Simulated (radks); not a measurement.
All-electron atom: Nd+ in [Xe] 4f4 6s1.

All-electron calculation, Dirac Kohn-Sham, PBEsol, spin-unpolarised, spherical densities, finite nucleus; open shells are shared between the two j in proportion to 2j + 1; Fermi nuclear charge, rms radius 4.9123 fm. Program: a radial shooting solver on a logarithmic mesh with Libxc functionals.

Energy parts (eV):
part                      energy
total                 -261926.34
kinetic                282416.68
electron-nucleus      -639706.73
Hartree                101333.98
exchange-correlation    -5970.28

Orbitals (lengths in bohr, moments of r in powers of bohr):
orbital     occ.  eigenvalue (eV)      <r^2>   <1/r>
1s1/2          2        -43344.18  0.0007604   66.02
2s1/2          2        -7012.961    0.01198   15.63
2p1/2          2        -6636.181   0.008754   15.61
2p3/2          4        -6116.471    0.01001   14.03
3s1/2          2        -1525.859    0.08103   5.661
3p1/2          2        -1364.799    0.07602   5.576
3p3/2          4        -1261.070    0.08339   5.180
3d3/2          4        -980.1901    0.06763   5.051
3d5/2          6        -957.7579    0.06970   4.951
4s1/2          2        -307.9328     0.4167   2.353
4p1/2          2        -247.1535     0.4430   2.248
4p3/2          4        -224.6113     0.4840   2.115
4d3/2          4        -124.6725     0.5717   1.894
4d5/2          6        -120.6913     0.5883   1.861
4f5/2    1.71429          -7.9209      1.664   1.257
4f7/2    2.28571          -7.5151      1.735   1.240
5s1/2          2         -46.4071      2.441  0.9026
5p1/2          2         -30.1899      3.138  0.7914
5p3/2          4         -27.1419      3.491  0.7443
6s1/2          1          -8.1956      18.02  0.3144

The highest occupied level is 4f7/2 at -7.515 eV. The density falls to 0.001 e/bohr^3 at r = 4.60 bohr. The electron density at the nucleus is 4.53e+05 e/bohr^3. Summed over all electrons, <r^2> = 60.85 bohr^2, which gives a Langevin (diamagnetic) susceptibility term of -48.2 x 10^-6 cm^3/mol.
